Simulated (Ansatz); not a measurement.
CuSO$_{2}$ (charge +1), closed shell: a trajectory.

Input (in.yaml):

```yaml
crystal:
  periodic: [false, false, false]
  atoms:
    - {symbol: Cu, position_ang: [-0.786360, -0.526072, -1.865968]}
    - {symbol: O, position_ang: [-0.505290, 0.475498, 1.549997]}
    - {symbol: S, position_ang: [0.708024, 0.230615, 0.858794]}
    - {symbol: O, position_ang: [0.583724, -0.180040, -0.542823]}
basis:
  gaussian: {orbitals: def2-SVP}
total_charge: 1
hamiltonian: {xc: pbe0, dispersion: d4}
md: {n_steps: 30, timestep: 0.25, temperature: 200, ensemble: nve, seed: 677, initial_velocities: maxwell_boltzmann}
```

Launched with

```bash
ansatz run in.yaml --threads 4 --pin off --events-out ev --progress --plain --max-ram 9574MiB
```

What Ansatz 0.2.0 printed:

```
Functional definition: PBE0
  name "PBE0"
  cite "Adamo & Barone, J. Chem. Phys. 110, 6158 (1999) doi:10.1063/1.478522"
  cite "Perdew, Burke & Ernzerhof, Phys. Rev. Lett. 77, 3865 (1996) doi:10.1103/PhysRevLett.77.3865"
  parent pbe
  parameter a = 0.25
  parameter kappa = 0.804
  parameter beta = 0.06672455060314922
  exchange = (1 - a)*pbe_x(kappa = kappa, mu = beta*pi^2/3) + a*exact_x
  correlation = pbe_c(beta = beta)
833 factors; integrals over basis functions are off by at most 4.1e-4 eV
mean field evaluation 1: about -59512.6193 eV, gradient 1.1e2 eV
mean field evaluation 2: about -58850.6760 eV, gradient 4.9e2 eV
mean field evaluation 4: about -59511.4852 eV, gradient 1.1e2 eV
mean field evaluation 8: about -59533.8581 eV, gradient 3.5e-1 eV
mean field -59533.85934630 eV, -2187.8289774772 hartree, gradient 2.5e-5 eV, S^2 0.000000; 0 other end points of the search recorded, 0 dependent functions left out
the calculation of the forces begins
reference -59533.85937766 eV, -2187.8289786299 hartree; 30, 30 occupied and 47, 47 virtual orbitals, 833 factors
md step     0: t =     0.00 fs  T =   200.0 K  F+E_penalty+E_count = -59533.93782648 eV  E_kin = 0.051704 eV  conserved = -59533.88612248 eV  (51 SCF iters)
md step     1: t =     0.25 fs  T =   198.1 K  F+E_penalty+E_count = -59533.93732243 eV  E_kin = 0.051201 eV  conserved = -59533.88612186 eV  (26 SCF iters)
md step     2: t =     0.50 fs  T =   196.8 K  F+E_penalty+E_count = -59533.93699074 eV  E_kin = 0.050869 eV  conserved = -59533.88612142 eV  (26 SCF iters)
md step     3: t =     0.75 fs  T =   196.2 K  F+E_penalty+E_count = -59533.93683861 eV  E_kin = 0.050717 eV  conserved = -59533.88612113 eV  (26 SCF iters)
md step     4: t =     1.00 fs  T =   196.3 K  F+E_penalty+E_count = -59533.93687046 eV  E_kin = 0.050749 eV  conserved = -59533.88612103 eV  (26 SCF iters)
md step     5: t =     1.25 fs  T =   197.1 K  F+E_penalty+E_count = -59533.93708772 eV  E_kin = 0.050967 eV  conserved = -59533.88612113 eV  (26 SCF iters)
md step     6: t =     1.50 fs  T =   198.7 K  F+E_penalty+E_count = -59533.93748875 eV  E_kin = 0.051367 eV  conserved = -59533.88612143 eV  (26 SCF iters)
md step     7: t =     1.75 fs  T =   200.9 K  F+E_penalty+E_count = -59533.93806882 eV  E_kin = 0.051947 eV  conserved = -59533.88612191 eV  (26 SCF iters)
md step     8: t =     2.00 fs  T =   203.8 K  F+E_penalty+E_count = -59533.93882003 eV  E_kin = 0.052697 eV  conserved = -59533.88612259 eV  (26 SCF iters)
md step     9: t =     2.25 fs  T =   207.4 K  F+E_penalty+E_count = -59533.93973146 eV  E_kin = 0.053608 eV  conserved = -59533.88612345 eV  (26 SCF iters)
md step    10: t =     2.50 fs  T =   211.5 K  F+E_penalty+E_count = -59533.94078917 eV  E_kin = 0.054665 eV  conserved = -59533.88612447 eV  (26 SCF iters)
md step    11: t =     2.75 fs  T =   216.0 K  F+E_penalty+E_count = -59533.94197649 eV  E_kin = 0.055851 eV  conserved = -59533.88612567 eV  (26 SCF iters)
md step    12: t =     3.00 fs  T =   221.1 K  F+E_penalty+E_count = -59533.94327412 eV  E_kin = 0.057147 eV  conserved = -59533.88612700 eV  (26 SCF iters)
md step    13: t =     3.25 fs  T =   226.4 K  F+E_penalty+E_count = -59533.94466051 eV  E_kin = 0.058532 eV  conserved = -59533.88612846 eV  (26 SCF iters)
md step    14: t =     3.50 fs  T =   232.0 K  F+E_penalty+E_count = -59533.94611209 eV  E_kin = 0.059982 eV  conserved = -59533.88613002 eV  (26 SCF iters)
md step    15: t =     3.75 fs  T =   237.8 K  F+E_penalty+E_count = -59533.94760363 eV  E_kin = 0.061472 eV  conserved = -59533.88613156 eV  (26 SCF iters)
md step    16: t =     4.00 fs  T =   243.6 K  F+E_penalty+E_count = -59533.94910893 eV  E_kin = 0.062976 eV  conserved = -59533.88613323 eV  (26 SCF iters)
md step    17: t =     4.25 fs  T =   249.4 K  F+E_penalty+E_count = -59533.95060081 eV  E_kin = 0.064466 eV  conserved = -59533.88613501 eV  (26 SCF iters)
md step    18: t =     4.50 fs  T =   255.0 K  F+E_penalty+E_count = -59533.95205160 eV  E_kin = 0.065915 eV  conserved = -59533.88613669 eV  (26 SCF iters)
md step    19: t =     4.75 fs  T =   260.3 K  F+E_penalty+E_count = -59533.95343398 eV  E_kin = 0.067296 eV  conserved = -59533.88613834 eV  (26 SCF iters)
md step    20: t =     5.00 fs  T =   265.3 K  F+E_penalty+E_count = -59533.95472109 eV  E_kin = 0.068581 eV  conserved = -59533.88613993 eV  (26 SCF iters)
md step    21: t =     5.25 fs  T =   269.8 K  F+E_penalty+E_count = -59533.95588707 eV  E_kin = 0.069746 eV  conserved = -59533.88614142 eV  (26 SCF iters)
md step    22: t =     5.50 fs  T =   273.7 K  F+E_penalty+E_count = -59533.95690747 eV  E_kin = 0.070765 eV  conserved = -59533.88614280 eV  (26 SCF iters)
md step    23: t =     5.75 fs  T =   277.0 K  F+E_penalty+E_count = -59533.95775963 eV  E_kin = 0.071616 eV  conserved = -59533.88614404 eV  (26 SCF iters)
md step    24: t =     6.00 fs  T =   279.6 K  F+E_penalty+E_count = -59533.95842308 eV  E_kin = 0.072278 eV  conserved = -59533.88614512 eV  (26 SCF iters)
md step    25: t =     6.25 fs  T =   281.3 K  F+E_penalty+E_count = -59533.95887980 eV  E_kin = 0.072734 eV  conserved = -59533.88614603 eV  (26 SCF iters)
md step    26: t =     6.50 fs  T =   282.3 K  F+E_penalty+E_count = -59533.95911461 eV  E_kin = 0.072968 eV  conserved = -59533.88614681 eV  (26 SCF iters)
md step    27: t =     6.75 fs  T =   282.3 K  F+E_penalty+E_count = -59533.95911512 eV  E_kin = 0.072968 eV  conserved = -59533.88614733 eV  (26 SCF iters)
md step    28: t =     7.00 fs  T =   281.3 K  F+E_penalty+E_count = -59533.95887226 eV  E_kin = 0.072725 eV  conserved = -59533.88614765 eV  (26 SCF iters)
md step    29: t =     7.25 fs  T =   279.4 K  F+E_penalty+E_count = -59533.95838021 eV  E_kin = 0.072232 eV  conserved = -59533.88614775 eV  (26 SCF iters)
md step    30: t =     7.50 fs  T =   276.5 K  F+E_penalty+E_count = -59533.95763644 eV  E_kin = 0.071489 eV  conserved = -59533.88614765 eV  (32 SCF iters)
Total energy: -59533.95766920 eV, -2187.8325907773 hartree
Atom 0 at    -0.789895    -0.529307    -1.875622 Å, force     0.096877     0.014171     0.045030 eV/Å
Atom 1 at    -0.508738     0.489937     1.591735 Å, force    -0.274103    -0.062439    -0.239416 eV/Å
Atom 2 at     0.707571     0.231694     0.870498 Å, force     0.613033    -0.123956    -0.373347 eV/Å
Atom 3 at     0.602122    -0.183793    -0.569670 Å, force    -0.435807     0.172224     0.567733 eV/Å
Dipole moment:    -0.135297    -0.162186    -0.549177 e Å

[the SCF lines of later steps are left out]
```

Hardware: 4 CPU threads of an Arm Neoverse V1, shared host. Wall time about 28 s.
